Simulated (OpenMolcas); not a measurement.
# Tm2+ in CaO: curves along the breathing mode

Tm2+ with its 6 nearest oxide ions, on the Ca site of CaO (a = 4.8105 Å, distance in the model lattice 2.405 Å). The rest of the host is ab initio model potentials to 7.6 Å, with orthogonalisation functions on the cations behind the ligands, and point charges beyond; the distance is set by hand and nothing relaxes. Ligand basis ANO-RCC-VDZP.

```yaml
Program: OpenMolcas 26.06
Method: "SS-CASPT2, IPEA 0.25 Eh, imaginary shift 0.1 Eh (closed shells correlated: 5s 5p and the ligand valence shells)"
Basis: ANO-RCC-VDZP [7s6p4d2f1g]
Scalar_Hamiltonian: DKH2, point nucleus
Active_space: 13 electrons in 7 orbitals (4f)
State_averaging: 2S+1 = 2 odd, 7 roots
Spin-orbit_coupling: RASSI with atomic mean-field integrals over the reference wave functions
```

Spin-free energies (labels of O, the rotations of Oh) in cm-1 above the lowest fitted minimum, as all ligands move together:

```
R (Å)    2T1    2T2    2A2
2.249   2790   3480   4050
2.302    220    820   1390
2.355    410    990   1480
2.408   3120   3620   4140
2.461   8330   8820   9290
2.514  16010  16500  16910
2.567  26230  26690  27080
```

Cubic fits give the following; the wavenumber is harmonic, with the mass of all moving ligands, small differences in it between states hang on the degree of the fit, a number in brackets counts states of one label, and the table is a selection of at most 14 states with clean curves.

| State | R0 (Å) | Breathing mode (cm-1) | Minimum (cm-1) |
| --- | --- | --- | --- |
| 2T1 | 2.326 | 570 | 0 |
| 2T2 | 2.327 | 573 | 580 |
| 2A2 | 2.328 | 573 | 1120 |

For an f ion spin-orbit coupling outweighs the ligand field, so these spin-free curves are not those of observable levels.

Roots that are degenerate in the reference are averaged as groups; the widest CASPT2 spread within a group is 50 cm-1 (the 3-fold group of multiplicity 2 near 494 cm-1 above the lowest state of its run, R = 2.461). Shifts and gaps below about the spread of the groups concerned are not significant. Over all roots computed the reference weight is 0.67 in R = 2.249, 0.67 in R = 2.302, 0.67 in R = 2.355, 0.67 in R = 2.408, 0.67 in R = 2.461, 0.67 in R = 2.514, 0.67 in R = 2.567; a low but even weight reflects the number of correlated electrons. Splittings of an f shell from a small cluster at a set distance can be off by tens of per cent, mostly too small. No measured value stands beside these numbers.
